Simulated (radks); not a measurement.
Values are calculated unless marked as measured or tabulated.
Trend from Li+ to Ne+: ionisation energy by Delta-SCF between NIST ground configurations, and size. Level of theory: scalar-relativistic Kohn-Sham, PBEsol, spin-unpolarised, spherical densities, finite nucleus; Fermi nuclear charge, rms radius of each element as measured or else 0.836 A^(1/3) + 0.57 fm (a radial shooting solver on a logarithmic mesh with Libxc functionals).

species,configuration,configuration of the ion,IE (eV),NIST (eV),kind,outermost,<r> outermost (bohr)
Li+,[He],1s1,78.568,75.640,theory,1s,0.581
Be+,[He] 2s1,[He],17.726,18.211,exp.,2s,2.30
B+,[He] 2s2,[He] 2s1,25.262,25.155,exp.,2s,1.78
C+,[He] 2s2 2p1,[He] 2s2,24.019,24.383,exp.,2p,1.51
N+,[He] 2s2 2p2,[He] 2s2 2p1,28.737,29.601,semi-emp.,2p,1.28
O+,[He] 2s2 2p3,[He] 2s2 2p2,33.478,35.121,exp.,2p,1.11
F+,[He] 2s2 2p4,[He] 2s2 2p3,38.278,34.971,exp.,2p,0.983
Ne+,[He] 2s2 2p5,[He] 2s2 2p4,43.161,40.963,exp.,2p,0.883

Reference values: NIST Atomic Spectra Database (exp. = measured, semi-emp. = semi-empirical, theory = theoretical value adopted there). Spin polarisation and multiplet splitting are left out, so open shells lie too high by an amount that depends on their filling.

Beside tabulated values, note that spin-unpolarised runs miss the spin-polarisation part of the exchange energy of open shells.
